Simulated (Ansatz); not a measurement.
```xyz
13

C     0.937   -0.886   -1.349
Si    0.286    0.830   -0.937
B    -0.665    0.917    0.834
C    -0.566   -0.244    1.874
Cl   -2.080   -0.723    0.972
H     1.658   -1.223   -0.600
H     0.121   -1.613   -1.386
H     1.438   -0.893   -2.319
H    -0.599    1.300   -2.042
H     1.437    1.784   -0.883
H    -1.274    1.888    1.173
H     0.149   -1.054    1.750
H    -0.842   -0.084    2.913
```

The species carries charge 0 and has multiplicity 1.

Problem. List the B3LYP/def2-TZVPP orbital energies in eV (Ansatz 0.2.0). (An estimate is asked.)

Solution. The calculation gave: Occupied: -2763.49, -1798.13, -278.37, -276.26, -258.18, -197.26, -197.07, -197.02, -183.63, -142.71, -98.03, -98.02, -97.99, -24.29, -18.98, -18.68, -14.60, -13.37, -12.91, -11.65, -11.14, -10.94, -9.95, -9.18, -9.11, -8.68, -8.52, -7.56. Lowest empty: -1.12, -0.26, 0.54, 1.35, 1.69, 1.82, 1.96, 2.35.

B3LYP here is the variant with VWN-RPA as its local correlation; programs differ in this.
